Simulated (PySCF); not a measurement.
[NbO3]-: from structure and modes to constants

Level of theory: PBE0 in PySCF with Nb def2-TZVPD with ECP28, O def2-TZVPD; scalar-relativistic core potentials, no spin–orbit coupling; density-fitted integrals.

The singlet minimum has C3v symmetry. Masses (u): Nb 92.90638, O 15.99492.

```xyz
4
charge -1 multiplicity 1, angstrom
Nb    0.0000    0.0000   -0.1165
O     1.7481    0.0000    0.2183
O    -0.8741    1.5139    0.2183
O    -0.8741   -1.5139    0.2183
```

Harmonic wavenumbers (cm⁻¹): 127.8 (a1, ×1), 294.6 (e, ×2), 871.0 (e, ×2), 914.6 (a1, ×1).

(1) Find the principal moments of inertia and the rotational constants. What kind of rotor is it?

(2) What is the harmonic zero-point energy?

(3) Find the vibrational entropy and heat capacity at 298.15 K.

Results:

(1) About the centre of mass I = 76.868, 76.868, 146.64 u Å². With B = 16.8576/I this gives 0.2193, 0.2193, 0.115 cm⁻¹. The molecule is an oblate symmetric top.

(2) Half the sum of all 6 wavenumbers, 3374/2 = 1687 cm⁻¹, which is 20.2 kJ/mol (1 cm⁻¹ = 0.0119627 kJ/mol).

(3) With u = 1.43878 ω/T, each mode gives S = R[u/(eᵘ−1) − ln(1−e⁻ᵘ)] and C = R u² eᵘ/(eᵘ−1)².
```
  ω (cm⁻¹)      u  S (J/(mol K))  C (J/(mol K))
     127.8  0.616          12.47           8.06
294.6 (×2)  1.422           6.05           7.04
871.0 (×2)  4.203           0.66           2.26
     914.6  4.414           0.55           2.01
```
The sums over all modes are S = 26.4 and C = 28.7 J/(mol K); the softest mode gives 47 % of the entropy (each member, where degenerate).

Only a few start shapes were tried, so a lower isomer may exist. The lowest empty level of this anion is unbound, so it and the gap depend on the basis.
